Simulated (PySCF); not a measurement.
HP2, SMILES P#[PH+], charge +1.

Coordinates come from a TPSSh-D3(BJ)/def2-TZVPD optimisation. The isomer is the one that the SMILES or the coordinates give; other isomers of the formula were not compared.

Two levels are set side by side: PBE/def2-TZVPD (PySCF) and HF/def2-TZVPD (PySCF). Same geometry, gas phase. Differences are taken from unrounded values.

| quantity | HF |
|---|---|
| orbital gap (eV) | 11.17 |
| highest occupied level (eV) | -17.05 |
| lowest empty level (eV) | -5.89 |
| mean polarisability (bohr³) | 42.7 |

**Question.** What does PBE give, and how far is it from HF? (An estimate is asked for; the answer gives what the named calculation found.)

**Answer.** 
```tsv
quantity	PBE	PBE minus HF
orbital gap (eV)	3.81	-7.36
highest occupied level (eV)	-14.02	3.03
lowest empty level (eV)	-10.21	-4.32
mean polarisability (bohr³)	41.2	-1.5
```

Without exact exchange PBE keeps part of each electron's self-repulsion, which lifts occupied levels and narrows the gap. Differences between two approximate levels are no errors against the true value.

Rough cost on one machine, each run with all the roots and properties that it gave: HF against PBE about 1/4.
